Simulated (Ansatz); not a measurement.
Basis-set extrapolation for C2H7BO, SMILES `BOCC` (PBE0-D4/def2-TZVP geometry, frozen core, the Gaussian-basis code of Ansatz). Multiplicity 1, RHF reference.

```
                      def2-TZVPP   def2-QZVPP
                 HF  -179.460398  -179.469391
    MP2 correlation    -0.692001    -0.739600
CCSD(T) correlation    -0.758425      not run
```

Energies in hartree. Use E(X) = E(∞) + A·exp(−7.88·√X) for Hartree–Fock and E(X) = E(∞) + B·X^(−2.97) for correlation, with X = 3 and 4, and add CCSD(T) minus MP2 of the smaller set to the MP2 limit.

Q: What is the CCSD(T) energy at the basis-set limit?

A: HF limit: -179.469391 + (-0.008993) × 0.13774 = -179.47063. MP2 limit: -0.739600 + (-0.047599) × 0.74074 = -0.77486. Higher-order term: -0.758425 − (-0.692001) = -0.06642. Total: -180.31191 hartree, 244.4 kJ/mol below CCSD(T)/def2-TZVPP.
